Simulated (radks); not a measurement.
Removal energies from the rhenium ion Re4+, [Xe] 4f14 5d(3/2: 3, 5/2: 0), by Delta-SCF beside the eigenvalue of the level emptied. Method: Dirac Kohn-Sham, BLYP, spin-unpolarised, spherical densities, finite nucleus; Fermi nuclear charge, rms radius of each element as measured or else 0.836 A^(1/3) + 0.57 fm; computed with a radial shooting solver on a logarithmic mesh with Libxc functionals. Sub-shells are occupied by j as written (lower j first in brackets).

removed from                                       final configuration  Delta-SCF (eV)  -eigenvalue (eV)
5d3/2                                     [Xe] 4f14 5d(3/2: 2, 5/2: 0)          53.097            46.233
5p3/2         [Kr] 4d10 4f14 5s2 5p(1/2: 2, 3/2: 3) 5d(3/2: 3, 5/2: 0)          95.272            86.932
4f7/2                       [Xe] 4f(5/2: 6, 7/2: 7) 5d(3/2: 3, 5/2: 0)          98.296            85.169
4f5/2                       [Xe] 4f(5/2: 5, 7/2: 8) 5d(3/2: 3, 5/2: 0)          100.92            87.688
